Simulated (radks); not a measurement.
Species: Yb24+. Configuration: [Kr] 4d10.

Calculated with a radial shooting solver on a logarithmic mesh with Libxc functionals: scalar-relativistic Kohn-Sham, PBE, spin-unpolarised, spherical densities, point nucleus.

Energy parts (eV):
part                      energy
total                 -376061.78
kinetic                410518.78
electron-nucleus      -889451.97
Hartree                110033.77
exchange-correlation    -7162.36

Orbitals (lengths in bohr, moments of r in powers of bohr; <r^-3> diverges for s and p1/2; r(90%) holds 90 % of the orbital's charge):
1s: occ. 2; eigenvalue (eV) -61994.45; r(90%) 0.0357; <1/r> 80.66
2s: occ. 2; eigenvalue (eV) -11131.84; r(90%) 0.129; <1/r> 18.80
2p: occ. 6; eigenvalue (eV) -9898.295; <r^-3> 15960; r(90%) 0.121; <1/r> 17.25
3s: occ. 2; eigenvalue (eV) -3102.609; r(90%) 0.317; <1/r> 6.962
3p: occ. 6; eigenvalue (eV) -2730.708; <r^-3> 3502; r(90%) 0.322; <1/r> 6.482
3d: occ. 10; eigenvalue (eV) -2279.228; <r^-3> 458.7; r(90%) 0.303; <1/r> 6.132
4s: occ. 2; eigenvalue (eV) -1165.007; r(90%) 0.658; <1/r> 3.121
4p: occ. 6; eigenvalue (eV) -1034.828; <r^-3> 937.9; r(90%) 0.691; <1/r> 2.901
4d: occ. 10; eigenvalue (eV) -865.9318; <r^-3> 114.1; r(90%) 0.724; <1/r> 2.673

The highest occupied level is 4d at -865.93 eV. The density falls to 0.001 e/bohr^3 at r = 1.35 bohr. For comparison, the ionisation energy in NIST's Atomic Spectra Database is 882 eV (theoretical). In exact Kohn-Sham theory the highest level is minus the ionisation energy, but local and semilocal functionals leave it too shallow, through self-interaction and a potential that decays too fast; potentials with the right tail come closer. Summed over all electrons, <r^2> = 5.788 bohr^2, which gives a Langevin (diamagnetic) susceptibility term of -4.58 x 10^-6 cm^3/mol.
